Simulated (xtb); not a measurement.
C₃H₉B₃O₃, charge +1, doublet, geometry from GFN2-xTB (a state made from the parent by changing its charge; the spin is typed, not shown lowest). Base run: GFN0-xTB run with xtb.

Here is a job for xtb.
```
$ xtb mol.xyz --gfn 0 --chrg 1 --uhf 1 --json

# file mol.xyz
18

C     -1.86921833    -2.30973507    -0.20001952
B     -0.89781226    -1.07389565    -0.09636603
O      0.46707948    -1.27383094     0.04116915
B      1.29249091    -0.22209950     0.13036239
C      2.88350992    -0.49012124     0.28816344
O      0.86577880     1.05123225     0.09371161
B     -0.48969592     1.30369220    -0.04280953
C     -0.99428482     2.80118990    -0.08592043
O     -1.27447429     0.21916510    -0.12860370
H     -1.35306759    -3.26268703    -0.15703666
H     -2.42127881    -2.25763040    -1.13753568
H     -2.59061526    -2.27087706     0.61520608
H      3.22032040    -1.01336254    -0.60324959
H      3.03259602    -1.12420064     1.15805345
H      3.40374293     0.45452431     0.40072714
H     -1.70188331     2.96037468     0.72651878
H     -0.18888059     3.52145244     0.00580456
H     -1.51295973     2.97338817    -1.02797967
```

The base run was repeated with changes; each row names its change, and settings that it needs were set with it.

```json
[
 {"change": "base", "ΔE vs base (kcal/mol)": "0.000"},
 {"change": "acc = 0.0001", "ΔE vs base (kcal/mol)": "0.000"},
 {"change": "etemp = 5000", "ΔE vs base (kcal/mol)": "-14.65"},
 {"change": "etemp = 1000", "ΔE vs base (kcal/mol)": "-0.70"},
 {"change": "acc = 30", "ΔE vs base (kcal/mol)": "0.000"},
 {"change": "etemp = 3000", "ΔE vs base (kcal/mol)": "-6.17"},
 {"change": "file = coord", "ΔE vs base (kcal/mol)": "0.000"},
 {"change": "acc = 0.1", "ΔE vs base (kcal/mol)": "0.000"}
]
```
